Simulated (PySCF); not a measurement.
PySCF input:

```python
from pyscf import gto, scf, dft

mol = gto.M(
    atom='''
    B     0.33755629   -0.60973361    0.18988796
    Cl   -0.36423840    1.27528303   -0.29158849
    O     1.51573030   -0.77620063    0.57718755
    O    -0.76567330   -1.44100986   -0.03415565
    H    -1.49618459   -0.89345948   -0.33669068
    ''',
    basis='def2-tzvpd',
    charge=-1,
    spin=0,
    verbose=4,
)

mf = scf.RHF(mol).density_fit(auxbasis='def2-universal-jkfit')
mf.conv_tol = 1e-9
mf.max_cycle = 100
mf.max_memory = 1500
mf.kernel()
if not mf.converged:
    mf = mf.newton()
    mf.kernel(mf.make_rdm1())
mf.analyze()
```

What final total energy does it print?

-634.75676 Eh (HF/def2-TZVPD).

It need not be the lowest isomer of its formula. Whether it binds its extra electron was not tested at this geometry.
